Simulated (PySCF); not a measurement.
## Ir: ionisation energy

Ir [Xe] 4f14 5d7 6s2 (4F) → Ir⁺ [Xe] 4f14 5d7 6s1 (5F), as a difference of total energies. Computed with PySCF 2.14 in def2-SVP with the def2 core potential (60 electrons), with scalar relativity through the core potential. Correlated levels: valence: 5s2 5p6 frozen. The calculations carry no spin-orbit coupling.

```json
{"method": "UHF", "ionisation energy (eV)": "7.037"}
{"method": "M06-2X", "ionisation energy (eV)": "8.781"}
{"method": "TPSS", "ionisation energy (eV)": "8.685"}
{"method": "MP2 (valence)", "ionisation energy (eV)": "8.240"}
{"method": "SCS-MP2 (valence)", "ionisation energy (eV)": "8.345"}
```

How much does correlation contribute at MP2 (valence)?

8.240 − (7.037) = 1.203 eV, measured against UHF.

Errors of the correlated levels include the incompleteness of this basis and the frozen core.

MP2 underrates the near-degeneracy of ns² with np² in the lower species.

For comparison: 8.926 eV (measured; NIST levels, between the centres of gravity of the two terms).
